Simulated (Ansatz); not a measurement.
Species: ZrO2 (charge 0, singlet). SMILES: [O]=[Zr]=[O]
Coordinates optimised at B3LYP-D3(BJ)/def2-TZVP (Ansatz, an electronic-structure program):
```
Zr
O 1 1.7761
O 1 1.7761 2 108.18
```
Charge 0, spin multiplicity 1.

Wanted: vertical ionisation energy to the doublet, in eV. Conventions: no spin-orbit coupling; def2 sets with scalar-relativistic core potentials past Kr; STO-3G and 3-21G all-electron and non-relativistic; no dispersion term unless named; each state is the SCF solution reached for its charge and spin; open shells spin-unrestricted. Ab initio and DFT rows: single points at B3LYP-D3(BJ) geometries (Ansatz).

| species | coefficient | E at B3LYP/STO-3G (Ansatz), Eh | E at wB97M-V/def2-TZVPD (Ansatz), Eh |
|---|---|---|---|
| charge 1, doublet | +1 | -3653.05929 | -197.15059 |
| charge 0, singlet | -1 | -3653.27014 | -197.48766 |

 1 Eh = 27.2114 eV.

**Question.** Compute it at each level from the table.

**Answer.** 
- B3LYP/STO-3G: the sum of coefficient times E is 0.21085 Eh, or 5.738 eV. Result: 5.74 eV.
- wB97M-V/def2-TZVPD: the sum of coefficient times E is 0.33707 Eh, or 9.172 eV. Result: 9.17 eV.
